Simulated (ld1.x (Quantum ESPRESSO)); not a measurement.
## Varying the TM potential for Si

Base potential:

silicon, norm-conserving Troullier–Martins (Kleinman–Bylander form), made with ld1.x (Quantum ESPRESSO) 7.5 (PBE, scalar-relativistic). Core [Ne], reference 3s2 3p1 (charge +1). Waves: 3p (bound): rc 1.60 bohr; 3s (bound): rc 1.40 bohr. Local part: the s channel. Core correction: none.

All-electron outer shells of the reference configuration (PBE, scalar-relativistic, ld1.x):

```tsv
shell	level (eV)	outermost node (bohr)	outermost maximum (bohr)
3s	-19.03	0.72	1.75
3p	-11.66	0.71	2.04
```

Cutoffs, loose and tight: the cutoffs (Ry, on a coarse ladder) from which the occupation-weighted sum of valence levels, in a spherical-Bessel basis at the reference potential, stays within 10 and 1 mRy of its value at 400 Ry. They do not see the model core or the augmentation charge, which bear on the density cutoff. Test errors are all-electron minus pseudo excitation energies from the reference, over the configurations 3s2 3p2; 3s2 3p0; 3s1 3p0; 3s0 3p4; 3s2 3p2.3; 3s1 3p3; 3s2 3p1.5. A dash means not determined; rows that change the core or the reference have their own tests.

```csv
change,outcome,"cutoff, loose","cutoff, tight",bound ghosts,largest test error (meV)
base,generated,35 Ry,70 Ry,none,+67
"all radii scaled by about 0.74 (s 1.04, p 1.18 bohr)",generated,180 Ry,300 Ry,none,+144
"all radii scaled by about 0.87 (s 1.22, p 1.40 bohr)",generated,50 Ry,140 Ry,none,+76
"all radii scaled by about 0.93 (s 1.30, p 1.50 bohr)",generated,40 Ry,90 Ry,none,+70
"all radii scaled by about 1.12 (s 1.56, p 1.80 bohr)",generated,15 Ry,40 Ry,none,+70
"all radii scaled by about 1.20 (s 1.68, p 1.92 bohr)",generated,15 Ry,40 Ry,none,+70
"all radii scaled by about 1.29 (s 1.80, p 2.06 bohr)",generated,15 Ry,40 Ry,none,+71
```

Task: What comes out with this change to the base: all radii scaled by about 1.38 (s 1.94, p 2.20 bohr)?

Result: outcome: generated; cutoff, loose: 15 Ry; cutoff, tight: 35 Ry; bound ghosts: none; largest test error (meV): +70.

Reading the sweep of the scale of all radii (base = 1) (base included, trends over the rows without a ghost): The loose cutoff falls from 180 Ry at 0.74 to 15 Ry at 1.38. A larger radius leaves more room for a smooth pseudo-wave, so fewer plane waves are needed; a smaller one forces it to follow the all-electron wave where it bends sharply. The median size of the test errors (rows with all tests solved) is not monotonic: lowest 1.3 meV at 1.2, highest 15.4 meV at 0.74.
